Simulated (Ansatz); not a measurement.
The cluster Sr₅S₄, relaxed as a singlet with RKS PBE0-D4/def2-SVP in Ansatz, starting from the GFN1-xTB geometry. Force threshold 0.02 eV/Å.

In the def2 sets Sr takes a core potential; there is no spin–orbit coupling. The structure comes from a short search, and lower isomers may exist.

Start:

| atom | x (Å) | y (Å) | z (Å) |
| --- | --- | --- | --- |
| Sr1 | -0.196 | 2.172 | 0.859 |
| Sr2 | 1.959 | 0.557 | -1.802 |
| Sr3 | 1.330 | -1.148 | 1.527 |
| Sr4 | -1.448 | -1.028 | -1.782 |
| Sr5 | -3.329 | -1.380 | 1.120 |
| S6 | -1.096 | -0.065 | 2.117 |
| S7 | -0.599 | 1.553 | -1.752 |
| S8 | 2.367 | 1.254 | 0.774 |
| S9 | 1.013 | -1.914 | -1.062 |

```
         step  energy (eV)  largest force component (eV/Å)  SCF passes
            1  -47505.1633                           0.871          20
            2  -47505.5297                           0.519          23
            3  -47505.6121                           0.350          23
            4  -47505.6891                           0.200          24
            5  -47505.7347                           0.320          24
            6  -47505.8423                           0.407          23
            7  -47505.9198                           0.269          25
            8  -47505.9737                           0.095          25
            9  -47505.9779                           0.045          26
10 (rejected)  -47505.9778                           0.068          26
           11  -47505.9789                           0.018          26
           12  -47505.9791                           0.021          26
           13  -47505.9792                           0.001          26
```

Force components are those of the run's own axes.

End:

Cartesian coordinates in Å:
```
Sr -0.234 2.245 0.745
Sr 2.158 0.647 -1.827
Sr 1.403 -1.258 1.443
Sr -1.389 -0.917 -1.355
Sr -3.853 -1.473 1.748
S -1.288 -0.289 1.558
S -0.444 1.683 -1.970
S 2.396 1.303 0.907
S 1.251 -1.942 -1.248
```

Bonds formed: Sr4–S6 (atoms count from 1). The end is the same structure that another start reached, the lowest one found.

The force fell under the threshold at step 11, but the optimiser went on. No frequencies were taken in this run, so the end may be a saddle point.

Hardware: 4 threads of Arm Neoverse V2 on a shared host. Wall time 1.8 min, peak host memory 0.71 GiB.
